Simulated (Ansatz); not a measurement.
Molecule: SnF₂, charge 0, multiplicity 1. 
Coordinates optimised at B3LYP-D3(BJ)/def2-TZVP (Ansatz, an electronic-structure program):
```
Sn
F 1 1.9482
F 1 1.9482 2 96.21
```

Basis-set convergence of Hartree-Fock and MP2 correlation energies (hartree) with Ansatz. Cores are frozen in the correlated levels unless marked. No spin-orbit coupling. Frozen are the shells of the preceding noble gas and the d and f shells that filled before the atom's block. Past Kr the def2 sets carry scalar-relativistic core potentials.

```
basis        functions       E(HF)  E(corr, MP2)
-----------  ---------  ----------  ------------
def2-SVPD           78  -412.15852      -0.47340
def2-TZVPPD        136  -412.40782      -0.59912
def2-QZVPPD        220  -412.41895      -0.65147
```

Extrapolating the two largest sets (X = 3 and 4) as X^-3: E(corr) = (64·(-0.65147) - 27·(-0.59912))/37 = -0.6897 Eh, an estimate of the basis-set limit. The largest set recovers 94.5 % of it, the smallest 68.6 %.
